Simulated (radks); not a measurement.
The manganese ion Mn+ inside a hard spherical wall (all orbitals vanish at R), configuration held at [Ar] 3d5 4s1 and not refilled when levels cross. Calculated with a radial shooting solver on a logarithmic mesh with Libxc functionals: scalar-relativistic Kohn-Sham, PBE, spin-unpolarised, spherical densities, finite nucleus; Fermi nuclear charge, rms radius 3.7057 fm. Eigenvalues in eV, with the zero of energy where the potential of the charges vanishes at infinity; a dash marks a level that is unbound or too diffuse for the functional's potential to be trusted. A positive occupied level is held by the wall or, in an anion where self-interaction has pushed it up, behind a barrier. The pressure on the wall is -dE/dV.

[
 {"R (bohr)": "free", "E (hartree)": "-1157.98308", "kinetic (hartree)": "1170.773", "e(3s)": "-94.103", "e(3p)": "-62.830", "e(3d)": "-14.908", "e(4s)": "-11.878", "e(4p, empty)": "-7.193", "e(5s, empty)": "-", "pressure (GPa)": "0"},
 {"R (bohr)": "12", "E (hartree)": "-1157.98308", "kinetic (hartree)": "1170.773", "e(3s)": "-94.103", "e(3p)": "-62.830", "e(3d)": "-14.908", "e(4s)": "-11.878", "e(4p, empty)": "-7.192", "e(5s, empty)": "-3.116", "pressure (GPa)": "< 0.0001"},
 {"R (bohr)": "10", "E (hartree)": "-1157.98306", "kinetic (hartree)": "1170.774", "e(3s)": "-94.101", "e(3p)": "-62.828", "e(3d)": "-14.906", "e(4s)": "-11.876", "e(4p, empty)": "-7.181", "e(5s, empty)": "-2.665", "pressure (GPa)": "0.000774"},
 {"R (bohr)": "8", "E (hartree)": "-1157.98259", "kinetic (hartree)": "1170.779", "e(3s)": "-94.073", "e(3p)": "-62.800", "e(3d)": "-14.879", "e(4s)": "-11.846", "e(4p, empty)": "-7.074", "e(5s, empty)": "-1.081", "pressure (GPa)": "0.0275"},
 {"R (bohr)": "7", "E (hartree)": "-1157.98086", "kinetic (hartree)": "1170.794", "e(3s)": "-93.997", "e(3p)": "-62.725", "e(3d)": "-14.808", "e(4s)": "-11.758", "e(4p, empty)": "-6.843", "e(5s, empty)": "0.925", "pressure (GPa)": "0.157"},
 {"R (bohr)": "6", "E (hartree)": "-1157.97354", "kinetic (hartree)": "1170.845", "e(3s)": "-93.766", "e(3p)": "-62.496", "e(3d)": "-14.590", "e(4s)": "-11.453", "e(4p, empty)": "-6.210", "e(5s, empty)": "4.931", "pressure (GPa)": "0.889"},
 {"R (bohr)": "4", "E (hartree)": "-1157.81804", "kinetic (hartree)": "1171.569", "e(3s)": "-91.256", "e(3p)": "-60.032", "e(3d)": "-12.202", "e(4s)": "-6.959", "e(4p, empty)": "0.532", "e(5s, empty)": "33.069", "pressure (GPa)": "35.4"},
 {"R (bohr)": "3.5", "E (hartree)": "-1157.63430", "kinetic (hartree)": "1172.289", "e(3s)": "-89.270", "e(3p)": "-58.098", "e(3d)": "-10.228", "e(4s)": "-2.533", "e(4p, empty)": "6.339", "e(5s, empty)": "52.894", "pressure (GPa)": "102"},
 {"R (bohr)": "3", "E (hartree)": "-1157.20889", "kinetic (hartree)": "1173.852", "e(3s)": "-85.785", "e(3p)": "-54.700", "e(3d)": "-6.560", "e(4s)": "6.617", "e(4p, empty)": "17.594", "e(5s, empty)": "87.597", "pressure (GPa)": "336"},
 {"R (bohr)": "2.5", "E (hartree)": "-1156.10467", "kinetic (hartree)": "1177.797", "e(3s)": "-79.218", "e(3p)": "-48.167", "e(3d)": "0.927", "e(4s)": "27.293", "e(4p, empty)": "41.377", "e(5s, empty)": "153.62", "pressure (GPa)": "1340"},
 {"R (bohr)": "2", "E (hartree)": "-1152.66228", "kinetic (hartree)": "1189.805", "e(3s)": "-64.679", "e(3p)": "-33.037", "e(3d)": "18.641", "e(4s)": "80.262", "e(4p, empty)": "98.099", "e(5s, empty)": "295.17", "pressure (GPa)": "7130"}
]
